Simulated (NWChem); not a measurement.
Species: GeNH3, singlet; SMILES [NH2][GeH]

Results from NWChem. Low-valent species are run as closed-shell singlets; no triplet was tried in these runs. The geometry was optimised at PBE0/def2-SVP. Ions are spin-unrestricted doublets at the neutral geometry; other ion states weren't tried.

### Question
What does the run give for PBE/def2-SVP? Quantities: vertical ionisation energy, ΔSCF (eV); −ε(HOMO) (eV).

### Answer
```
Property                               Result
-------------------------------------  ------
vertical ionisation energy, ΔSCF (eV)    8.82
−ε(HOMO) (eV)                            5.35
```
